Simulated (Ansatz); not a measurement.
Calculated with Ansatz (gas phase, PBE0-D4/def2-TZVP geometries, no zero-point term in ΔE). CCSD(T)/CBS adds triple-zeta CCSD(T) − MP2 to the extrapolated MP2 energy (def2 sets, frozen cores). This one scheme is used for every species. DFT in def2-TZVPP. B3LYP here is the variant with VWN-RPA as its local correlation; programs differ in this. HSE06 is defined as in plane-wave codes. Each species was taken in one conformer, which may not be the lowest.

`[AlH2][BH]O[SiH3]` + `OCF` → `FCOBO[SiH3]` + `[AlH3]`  (cleavage of the B–Al bond)

`[AlH2][BH]O[SiH3]`:

```xyz
10

Al    1.851   -1.003   -1.550
B    -0.001   -0.432   -0.618
O     0.012    0.346    0.494
Si   -1.219    0.949    1.433
H     2.520   -0.117   -2.696
H     2.607   -2.351   -1.153
H    -1.092   -0.771   -1.034
H    -2.530    0.515    0.887
H    -1.033    0.437    2.811
H    -1.115    2.427    1.427
```

`OCF`:

```xyz
6

O    -0.751    0.772    0.096
C     0.060   -0.331    0.080
F     1.309   -0.037    0.590
H    -0.446    1.401   -0.565
H     0.225   -0.725   -0.930
H    -0.397   -1.080    0.728
```

`FCOBO[SiH3]`:

Z-matrix (Å, degrees):
```
C
O 1 1.381
F 1 1.368 2 109.4
H 1 1.092 2 108.5 3 -117.4
H 1 1.095 2 111.5 3 118.9
B 2 1.370 1 120.8 3 -93.0
O 6 1.346 2 118.7 1 175.8
H 6 1.198 2 120.5 1 -5.2
Si 7 1.660 6 130.9 2 -2.1
H 9 1.483 7 110.3 6 -59.2
H 9 1.481 7 106.3 6 -178.6
H 9 1.484 7 110.1 6 62.4
```

`[AlH3]`:

```xyz
4

Al    0.000    0.000    0.000
H    -1.216    0.599    0.823
H     0.420    0.654   -1.382
H     0.796   -1.252    0.559
```

Q: Is it downhill or uphill in electronic energy at CCSD(T)/CBS, and by how much? (Best estimate.)

A: The calculation gave: Downhill: ΔE = -175.1 kJ/mol.

Q: What do these levels give: LDA (SPW92), PBE0-D4, B3LYP-D4, r2SCAN0-D4, ωB97M-V, BLYP, PBE0, B3LYP, HSE06, CAM-B3LYP, CCSD/def2-SVP, SCS-MP2/def2-QZVPP? (An estimate is asked.)

A: The calculation gave: LDA (SPW92) -173.7, PBE0-D4 -167.7, B3LYP-D4 -177.7, r2SCAN0-D4 -180.7, ωB97M-V -180.8, BLYP -168.8, PBE0 -166.1, B3LYP -175.0, HSE06 -166.0, CAM-B3LYP -182.8, CCSD/def2-SVP -192.8, SCS-MP2/def2-QZVPP -181.8 kJ/mol.

Largest T1 diagnostic among the species: 0.013.

At CCSD(T), def2-SVP lies −17.8 kJ/mol from the extrapolated value and def2-TZVPP −2.1 kJ/mol. Leaving LDA and LC-ωPBE aside and taking each functional with its dispersion term where it has one, the values, not all of them listed here, spread over 32.2 kJ/mol, from B97M-V to PBE-D4. LDA lies −14.4 kJ/mol from PBE without D4. From PBE to PBE0 (25 % exact exchange), in def2-TZVPP and without D4, ΔE moves by −6.9 kJ/mol.
